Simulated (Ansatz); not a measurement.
Geometry optimisation, RKS BLYP/def2-SVP (Ansatz).

Input file:

```yaml
crystal:
  periodic: [false, false, false]
  atoms:
    - { symbol: B, position_ang: [0.0, 0.0, 0.0] }
    - { symbol: H, position_ang: [0.0, 0.0, 1.54] }
    - { symbol: "N", position_ang: [1.3423, 0.0, -0.775] }
    - { symbol: H, position_ang: [1.8089, -0.9179, -1.0268] }
    - { symbol: H, position_ang: [1.7937, 0.9179, -1.0532] }
    - { symbol: "N", position_ang: [-1.3423, 0.0, -0.775] }
    - { symbol: H, position_ang: [-2.0112, -0.8164, -0.6764] }
    - { symbol: H, position_ang: [-1.5914, 0.8164, -1.4036] }
    - { symbol: O, position_ang: [-0.2139, 1.6086, 0.5392] }
    - { symbol: Al, position_ang: [-1.7146, 2.5509, 0.3706] }
    - { symbol: H, position_ang: [-2.9671, 1.9092, -0.3024] }
    - { symbol: H, position_ang: [-1.7772, 4.0185, 0.8959] }
    - { symbol: H, position_ang: [-0.1135, 0.8538, 1.537] }
basis:
  gaussian: { orbitals: def2-SVP }
hamiltonian:
  xc: blyp
relax:
  f_tol: 0.15
  max_steps: 25
  restrain:
    - { distance: [0, 8], at: 2.61, k: 30.0 }
    - { distance: [12, 1], at: 1.86, k: 30.0 }
    - { distance: [0, 1], at: 1.19, k: 30.0 }
    - { distance: [12, 8], at: 1.01, k: 30.0 }
output:
  orbitals: {}
```

Run as:

```bash
$ ansatz run input.yaml --threads 4 --pin off --max-ram 5120MiB --backend cpu --events-out ev --progress --plain --runs-dir out
```

Question: Where does it end, and by what steps?

Answer: It converged. The restraints hold the end off the free minimum; the threshold counts their pulls, which the force column leaves out. Restrained pairs: B1–O9 (1.71 → 2.61 Å), H2–H13 (0.86 → 1.87 Å), B1–H2 (1.54 → 1.20 Å), O9–H13 (1.26 → 0.99 Å). After 19 steps the energy has fallen by 5.007 eV (the restraints' own energy left out); H12 moved furthest, 1.57 Å.

| step | energy less start (eV) | largest force component (eV/Å) | accepted |
| --- | --- | --- | --- |
| 0 | 0.0000 | 3.944 | yes |
| 1 | -0.8272 | 2.891 | yes |
| 2 | -1.5179 | 3.009 | yes |
| 3 | -2.0764 | 2.901 | yes |
| 4 | -2.8469 | 1.136 | yes |
| 5 | -3.2224 | 2.018 | yes |
| 6 | -3.5573 | 1.262 | yes |
| 7 | -3.7704 | 1.226 | yes |
| 8 | -4.0240 | 1.169 | yes |
| 9 | -4.1751 | 0.947 | yes |
| 10 | -4.2876 | 0.870 | yes |
| 11 | -4.3713 | 0.724 | yes |
| 12 | -4.4451 | 0.745 | yes |
| 13 | -4.5660 | 0.869 | yes |
| 14 | -4.7011 | 0.851 | yes |
| 15 | -4.8773 | 0.837 | yes |
| 16 | -4.9694 | 0.869 | yes |
| 17 | -4.9754 | 0.893 | yes |
| 18 | -5.0027 | 0.915 | yes |
| 19 | -5.0068 | 0.909 | yes |

```xyz
13
Properties=species:S:1:pos:R:3
B -0.006 -0.059 -0.176
H -0.129 -0.624 0.874
N 1.242 0.036 -0.801
H 2.095 -0.242 -0.315
H 1.424 0.560 -1.660
N -1.249 0.480 -0.814
H -2.066 -0.134 -0.698
H -1.180 0.734 -1.809
O -0.380 1.830 1.587
Al -1.673 2.180 0.428
H -3.195 1.831 0.822
H -1.352 3.441 -0.504
H -0.318 0.907 1.935
```

Run time: 29 s on 4 threads of Arm Neoverse V1, on a shared host, peak memory 0.16 GiB.
